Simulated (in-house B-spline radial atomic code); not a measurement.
How G0W0 and RPA depend on the start: Si V (Si4+)

Configuration [He] 2s2 2p6. Computed with a B-spline radial code for spherical atoms: all electrons, scalar-relativistic (spin-free one-electron X2C), finite nucleus, each spin shell either full or empty, empty states to l = 9 with an (l + 1/2)⁻⁴ tail; G0W0 by contour deformation at full frequency.

```csv
start,mean-field 2p (eV),G0W0 (eV),QP weight,RPA correlation (Eh)
Hartree-Fock,-168.54,-167.26,0.979,-0.55886
LDA VWN5,-148.57,-166.82,0.964,-0.61535
PBE,-148.52,-166.61,0.965,-0.61452
PBE0,-153.86,-166.82,0.970,-0.5991
r2SCAN,-150.43,-166.57,0.968,-0.60367
HSE06,-153.40,-166.81,0.969,-0.60017
B3LYP (VWN-RPA),-153.03,-166.76,0.969,-0.60273
SCAN,-150.53,-166.50,0.968,-0.6031
TPSS,-149.01,-166.56,0.965,-0.61038
BHandHLYP,-159.21,-166.98,0.973,-0.5853
CAM-B3LYP,-155.01,-166.90,0.970,-0.59786
LC-wPBE,-154.49,-167.02,0.971,-0.59964
wB97X,-155.48,?,?,?
PBEsol,-148.32,-166.71,0.965,-0.61455
BLYP,-148.58,?,?,?
r2SCAN0,-155.23,-166.77,0.972,-0.59192
LDA exchange-only,-146.37,-166.94,0.963,-0.61558
```

**Question.** What G0W0 level, weight and RPA correlation energy follow from the BLYP start?

**Answer.** G0W0 level -166.56 eV, weight 0.964, RPA correlation -0.61518 hartree.

**Question.** What G0W0 level, weight and RPA correlation energy follow from the wB97X start?

**Answer.** G0W0 level -166.78 eV, weight 0.972, RPA correlation -0.59473 hartree.

**Question.** How much of the dependence on the start does G0W0 remove?

**Answer.** The mean-field levels span 22.2 eV and the G0W0 levels 0.761 eV. Against 166.767 ± 0.003 eV (NIST, measured) the G0W0 removal energies are off by -0.27 to +0.49 eV, with spin-orbit coupling, Breit and QED terms left out.
